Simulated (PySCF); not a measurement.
# Magnetisability: `C#CCC(=O)OC`, C5H6O2

Cartesian coordinates in Å; atom numbers follow the order of the lines, from 1:
```xyz
13

C     3.121    0.009    1.190
C     2.162   -0.364    0.580
C     0.976   -0.788   -0.138
C    -0.179    0.098    0.298
O    -0.484    1.139   -0.215
O    -0.807   -0.431    1.352
C    -1.875    0.333    1.894
H     3.977    0.321    1.710
H     1.135   -0.667   -1.211
H     0.752   -1.829    0.101
H    -1.520    1.322    2.191
H    -2.237   -0.219    2.757
H    -2.668    0.454    1.154
```

Theory: GIAO B97-2/pcSseg-1 magnetisability, rotational g tensor and spin-rotation constants, non-relativistic, gas phase (PySCF 2.14.0). Geometry: GFN2-xTB, dihedral held. The dihedral C2–C3–C4–O6 is held at 270°.

(1) How diamagnetic is it, and how anisotropic?

(2) Split it along the inertial axes a, b, c into diamagnetic and paramagnetic parts about the centre of mass, with the quadrupole moment.

(3) And the rotational g tensor?

Results:

(1) Isotropic -965 × 10⁻³⁰ J/T², or -58.1 × 10⁻⁶ cm³/mol; principal values -1095, -981, -819 × 10⁻³⁰ J/T², anisotropy 240 × 10⁻³⁰ J/T² (root of half the summed squared differences of the principal values). The susceptibility is in cgs units.

(2) 
```tsv
axis	χ (10⁻⁶ cm³/mol)	diamagnetic (10⁻⁶ cm³/mol)	paramagnetic (10⁻⁶ cm³/mol)	summed x² of all electrons (Å²)	quadrupole Θ (D Å)
a	-61.8	-304.3	242.5	161.3	+6.72
b	-53.4	-805.3	752.0	43.3	-5.74
c	-59.2	-868.0	808.9	28.5	-0.98
```
Anisotropies 2χaa − χbb − χcc = -11.1 and 2χbb − χaa − χcc = +14.3 × 10⁻⁶ cm³/mol. Θ is traceless in Buckingham's convention.

(3) 
| axis | rotational constant (GHz) | g | nuclear part | electronic part |
| --- | --- | --- | --- | --- |
| a | 5.3856 | -0.0278 | 0.5857 | -0.6135 |
| b | 1.6505 | -0.0094 | 0.5737 | -0.5831 |
| c | 1.5101 | -0.0065 | 0.5674 | -0.5738 |

Asymmetric top; isotopes 12C, 1H, 16O; no vibrational averaging.
